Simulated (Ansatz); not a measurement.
`F[Si](F)(Cl)[SiH2]Cl` → `F[Si]F` + `Cl[SiH2]Cl`  (silylene formation by 1,1-elimination)

Gas-phase electronic energies from Ansatz, PBE0-D4/def2-TZVP geometries. CCSD(T)/CBS adds triple-zeta CCSD(T) − MP2 to the extrapolated MP2 energy (def2 sets, frozen cores). This one scheme is used for every species. DFT in def2-TZVPP. One conformer a species, not always the lowest.

`F[Si](F)(Cl)[SiH2]Cl`:

Cartesian coordinates in Å:
```
F -1.359 0.210 -1.789
Si 0.041 0.394 -1.073
F 0.435 1.921 -1.224
Cl 1.413 -0.719 -2.068
Si -0.081 -0.202 1.183
Cl -0.534 -2.201 1.263
H -1.144 0.567 1.874
H 1.230 0.029 1.834
```

`F[Si]F`:

Z-matrix (Å, degrees):
```
Si
F 1 1.602
F 1 1.602 2 100.6
```

`Cl[SiH2]Cl`:

Z-matrix (Å, degrees):
```
Si
Cl 1 2.040
Cl 1 2.040 2 110.1
H 1 1.476 2 108.5 3 -118.6
H 1 1.476 2 108.5 3 118.6
```

```csv
species,revPBE energy (Eh)
`F[Si](F)(Cl)[SiH2]Cl`,-1700.28447
`F[Si]F`,-489.24300
`Cl[SiH2]Cl`,-1210.99713
```

Q: Work out ΔE.

A: ΔE = (-489.24300) + (-1210.99713) − (-1700.28447) = 0.04434 Eh = +116.4 kJ/mol. CCSD(T)/CBS gives +135.9 kJ/mol.

Largest T1 diagnostic among the species: 0.015.

From PBE to PBE0 (25 % exact exchange), in def2-TZVPP and without D4, ΔE moves by +13.3 kJ/mol. The D4 term adds +18.5 kJ/mol with B3LYP and +10.2 kJ/mol with PBE0; it sums over pairs of atoms, weighted by their polarisabilities, and B3LYP, whose exchange is more repulsive, gets the larger term. In def2-TZVPP, CCSD(T) changes the Hartree–Fock value by +4.9 kJ/mol (the triples alone add +1.7 kJ/mol) and MP2 by +12.2 kJ/mol.

B3LYP here is the variant with VWN-RPA as its local correlation; programs differ in this.
